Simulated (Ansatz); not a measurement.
Ansatz (a first-principles code) input:

Ansatz 0.2 input:
```yaml
crystal:
  periodic: [false, false, false]
  atoms:
    - {symbol: Si, position_ang: [0.59277044, -0.14479719, 0.58808846]}
    - {symbol: Cl, position_ang: [0.52119194, 1.89807024, 0.75268470]}
    - {symbol: Cl, position_ang: [1.70920291, -0.62520841, -1.06358081]}
    - {symbol: O, position_ang: [-0.89648112, -0.73613644, 0.43560157]}
    - {symbol: Si, position_ang: [-2.29759312, -0.76344868, -0.43988582]}
    - {symbol: H, position_ang: [1.23185880, -0.70137036, 1.77970705]}
    - {symbol: H, position_ang: [-2.89316818, 0.58906870, -0.45671647]}
    - {symbol: H, position_ang: [-3.20879229, -1.71697796, 0.22280821]}
    - {symbol: H, position_ang: [-2.00724425, -1.20483772, -1.82021423]}
basis:
  gaussian:
    orbitals: def2-TZVPD
hamiltonian:
  xc: {name: wB97M-V}
total_charge: 1
magnetization: {spin_polarized: true, initial_magnetization: 1}
```

Question: Predict the final energy.

Answer: -1576.76005 Eh (wB97M-V/def2-TZVPD). The basis has 254 functions.

This state (charge 1, doublet) is run at the relaxed geometry of the species with charge 0 and multiplicity 1.
